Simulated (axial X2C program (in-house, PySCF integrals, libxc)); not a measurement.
## CsSi⁻ along the bond: HF, two-component

Calculated with an in-house all-electron X2C program for linear molecules (integrals from PySCF). Two-component (2c) means X2C with spin–orbit coupling and atomic mean-field two-electron Coulomb and Gaunt terms. Basis: Cs dyall-acv3z [16s16p10d4f1g], Si dyall-av3z [9s8p3d2f] (cores contracted in-house); Gaussian nuclei, density fitting, unrestricted open shells. Masses: Cs 132.905 u, Si 27.977 u.

State: Ω = 1 (⟨Sz⟩ = 1.00, ⟨Lz⟩ = 0.00 at HF). Dipoles are positive if Si is the positive end and refer to the centre of mass.

```csv
R (Å),μ (D),HOMO (eV),LUMO (eV)
3.040,5.438,-0.36,1.19
3.179,4.275,-0.41,1.20
3.284,3.422,-0.45,1.20
3.389,2.589,-0.49,1.20
3.494,1.777,-0.53,1.20
3.616,0.852,-0.58,1.20
3.739,-0.048,-0.62,1.20
3.896,-1.175,-0.68,1.20
4.088,-2.513,-0.75,1.20
4.367,-4.402,-0.85,1.20
```

(1) The minimum lies at 3.672 Å. What is the dipole moment there?

Occupations by symmetry block were frozen at the best pattern of an incomplete PBE0 search. PBE0 can misorder states that lie within some tenths of an eV, so this need not be the ground state of the molecule. The nearest other 2c determinant of the search, Ω = 2, lies 0.07 eV up at the distance of the search. With several unpaired electrons one determinant need not be a pure state. Open-shell Ω = 0 determinants with evenly filled partner blocks cannot be reached by this program, so the Ω shown need not be the lowest component. This is the Ω = 1 component of a π² triplet; the 0⁺ component is not one determinant and can lie lowest. The determinant is spin-polarised beyond a pure state at some levels (its spin-free form has ⟨S²⟩ too high), which makes Re and μ there less reliable. The LUMO of an anion is an unbound level whose energy the basis sets.

## Answers

(1) At HF, 2c, with the sign and origin stated: μ = 0.44 D.
